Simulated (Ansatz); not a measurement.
A series at Ge: from `[F][Ge]([F])([F])[Cl]`, ligands are replaced one by one, each step taking up HCl and setting free H–F; n counts the steps. Ansatz, PBE0-D4/def2-TZVP geometries.

```csv
n,molecule,"HOMO energy, ωB97M-V/def2-TZVPP (eV)"
0,`[F][Ge]([F])([F])[Cl]`,-12.97
1,`[F][Ge]([F])([Cl])[Cl]`,?
2,`[F][Ge]([Cl])([Cl])[Cl]`,-12.08
3,`[Cl][Ge]([Cl])([Cl])[Cl]`,-11.92
```

**Question.** By hand: fit a straight line y = ȳ + b (n − n̄) to the 3 given rows and predict n = 1.

**Answer.** n̄ = 1.667, ȳ = -12.323; Σ(n − n̄)(y − ȳ) = 1.697, Σ(n − n̄)² = 4.667, so b = 0.364 eV a step. Prediction: -12.323 + (0.364) × (-0.667) = -12.57 eV.

**Question.** By hand: compare with the computed value, -12.41 eV, and give the steps along the whole series.

**Answer.** The line misses by 0.16 eV (computed minus predicted). Steps: 0.56, 0.33, 0.16 eV.

The steps shrink at each stage, from 0.56 to 0.16 eV, so the series is curved. The highest orbital can change its character along such a series. The miss is 15.2 % of the series' range.
